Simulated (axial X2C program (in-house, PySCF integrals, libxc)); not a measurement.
# Potential curves of AsC⁻, with spin–orbit coupling

Computed with an in-house relativistic program for diatomic molecules. Two-component (2c) means X2C with spin–orbit coupling and atomic mean-field two-electron Coulomb and Gaunt terms. Basis: As dyall-acv3z [10s10p7d5f1g], C dyall-av3z [8s7p3d2f] (cores contracted in-house); Gaussian nuclei, density fitting, unrestricted open shells. Masses: As 74.922 u, C 12.000 u.

State: Ω = 0 (closed shell). Energies in eV from the fragments at the same level (As + C-). Fits are polynomials in 1 − R0/R over 0.85 to 1.23 times the lowest point R0.

```tsv
R (Å)	r2SCAN0
1.4842	-4.0337
1.5525	-4.8091
1.6036	-5.1364
1.6548	-5.2977
1.7060	-5.3283
1.7657	-5.2372
1.8254	-5.0439
1.9022	-4.6894
1.9960	-4.1536
2.1325	-3.2763
```

One determinant describes the state; a PBE0 search over occupations chose it and may have missed a lower one. Closed shells are restricted here (equal orbitals for both partners); the stretched side of such a curve lies too high. Dissociation energies refer to the lowest single-determinant-based atoms at the same level and basis. The functionals have no current-density term, which raises determinants with orbital currents, atoms included.

(1) What are Re, ωe and De at the r2SCAN0 level?

## Answers

(1) At r2SCAN0, 2c: Re = 1.694 Å, ωe ≈ 1040 cm⁻¹, De = 5.33 eV to As + C-; Be follows as 0.568 cm⁻¹.
